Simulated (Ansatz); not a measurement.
```xyz
10

F     1.328    2.066   -0.048
B     0.572    1.229   -0.750
C     0.592   -0.280   -0.426
Si   -0.792   -0.722    0.779
H    -0.129    1.721   -1.592
H     0.403   -0.883   -1.320
H     1.530   -0.595    0.041
H    -2.114   -0.355    0.207
H    -0.612    0.003    2.063
H    -0.776   -2.184    1.044
```

Charge 0, multiplicity 1.

Q: List the r2SCAN/def2-TZVPP orbital energies in eV (Ansatz). (Best estimate.)

A: Ansatz gave: Occupied: -1791.14, -666.44, -272.80, -181.70, -141.61, -96.47, -96.46, -96.45, -31.82, -18.72, -13.93, -13.44, -12.05, -11.42, -11.11, -10.37, -8.98, -8.65, -8.57, -7.73. Lowest empty: -1.33, 0.23, 0.98, 1.11, 1.82, 2.13, 2.25, 2.49.
